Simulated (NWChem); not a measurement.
# C₄H₈; SMILES C(/C)=C/C

All runs: NWChem. All runs use the structure optimised with B3LYP/6-31G* (spherical d). Level MN15/def2-SVP: energy and gradient on several grids; changes count from the extra-fine grid, which is no exact limit either.

Which is the coarsest grid (medium; fine; coarse; xcoarse; xfine) from which on the energy stays within 50 μHa and each gradient component within 100 μHa/bohr of xfine?

medium.
```tsv
grid	size of the energy change (μHa)	largest change of a gradient component (μHa/bohr)
xcoarse	4000	3000
coarse	200	90
medium	< 10	< 30
fine	< 10	< 30
xfine	< 10	< 30
```
